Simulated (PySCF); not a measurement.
C₆H₈O₂.
Geometry (GFN2-xTB, Å), atoms numbered from 1 in this order:
```
atom  x, y, z in Å
C1     3.271    0.090    0.598
C2     2.323   -0.204   -0.271
C3     1.021    0.527   -0.367
C4    -0.160   -0.410   -0.232
O5    -0.124   -1.608   -0.268
O6    -1.293    0.308   -0.075
C7    -2.485   -0.367    0.056
C8    -3.627    0.284    0.173
H9     4.195   -0.460    0.639
H10    3.165    0.898    1.304
H11    2.440   -1.024   -0.965
H12    0.941    1.303    0.396
H13    0.932    1.010   -1.345
H14   -2.394   -1.445    0.055
H15   -4.552   -0.250    0.277
H16   -3.662    1.358    0.167
```

The calculation used PBE0/def2-SVPD in PySCF (dipole) on a GFN2-xTB geometry, gas phase.

Take the most abundant isotopes and a rigid rotor. The values belong to one conformer with, in the numbering `[CH2:1]=[CH:2][CH2:3][C:4](=[O:5])[O:6][CH:7]=[CH2:8]`, C1–C2–C3–C4 -124°, C2–C3–C4–O5 -12°, C3–C4–O6–C7 180°, C4–O6–C7–C8 -178°.

(1) Give the principal moments of inertia and the rotational constants in MHz.

(2) Classify the top.

(3) Is it planar, by Δ = Ic − Ia − Ib?

(4) Give the other two planar moments, Paa and Pbb, and the rms extents of the mass along the axes.

(5) List the rotational levels J(Ka,Kc) to J = 4 (MHz).

(6) Which lines would a microwave search look for?

(7) Estimate the classical rotational partition function at 10 K, 50 K and 500 K.

Results:

(1) Ia = 70.42, Ib = 550.71, Ic = 595.66 u·Å²; 505379 MHz·u·Å²/I gives A = 7177, B = 917.7, C = 848.4 MHz.

(2) A near-prolate asymmetric top: κ = (2 × 917.7 − 7177 − 848.4)/(7177 − 848.4) = -0.98.

(3) Not planar: Δ = Ic − Ia − Ib = -25.47 u·Å². For a rigid frame Δ = −2 Σ m c², so Σ m c² = 12.73 u·Å² lies off the ab plane: 4.88 from hydrogen and 7.85 from heavier atoms. The atom farthest from that plane is 1.48 Å away.

(4) Paa = Σ m a² = (Ib + Ic − Ia)/2 = 537.98 and Pbb = Σ m b² = (Ia + Ic − Ib)/2 = 57.68 u·Å². With the mass M = 112.05 u, the rms extents √(P/M) along a, b and c are 2.19, 0.72, 0.34 Å.

(5) Above 0(0,0):
J = 1: 1(0,1) 1766, 1(1,1) 8025, 1(1,0) 8095
J = 2: 2(0,2) 5298, 2(1,2) 11488, 2(1,1) 11696, 2(2,1) 30473, 2(2,0) 30474
J = 3: 3(0,3) 10594, 3(1,3) 16682, 3(1,2) 17098, 3(2,2) 35772, 3(2,1) 35775, 3(3,1) 67241, 3(3,0) 67241
J = 4: 4(0,4) 17653, 4(1,4) 23607, 4(1,3) 24300, 4(2,3) 42836, 4(2,2) 42844, 4(3,2) 74307, 4(3,1) 74307, 4(4,1) 118362, 4(4,0) 118362
The levels of one J sum to (2J + 1)J(J + 1)(A + B + C)/3.

(6) The dipole components are |μa| = 0.18 D, |μb| = 1.72 D, |μc| = 0.32 D. Intensities carry the squares of the components, which stand as 0.01 : 1.00 : 0.03 (a : b : c). Some lines, for components of 0.1 D or more:

```tsv
type	branch	J(Ka,Kc)	MHz	lower level (cm⁻¹)
a	R	1(0,1) ← 0(0,0)	1766	0.000
c	Q	4(1,4) ← 4(0,4)	5955	0.589
b	Q	3(1,2) ← 3(0,3)	6504	0.353
b	Q	4(1,3) ← 4(0,4)	6647	0.589
a	R	4(2,3) ← 3(2,2)	7064	1.193
a	R	4(3,1) ← 3(3,0)	7066	2.243
b	R	4(1,4) ← 3(0,3)	13013	0.353
b	Q	2(2,0) ← 2(1,1)	18778	0.390
b	Q	3(2,2) ← 3(1,3)	19089	0.556
b	R	2(2,1) ← 1(1,0)	22379	0.270
b	R	4(2,2) ← 3(1,3)	26162	0.556
c	R	4(3,2) ← 3(2,2)	38535	1.193
b	Q	4(4,0) ← 4(3,1)	44055	2.479
```

(7) Point group C1, symmetry number σ = 1; q = (√π/σ)·√((kT/h)³/(ABC)), k/h = 20836.6 MHz/K: 2260 at 10 K, 25200 at 50 K, 797000 at 500 K.

GFN2-xTB frequencies: not computed here. No vibrational averaging or centrifugal distortion is included, and the geometry carries the error of its method.
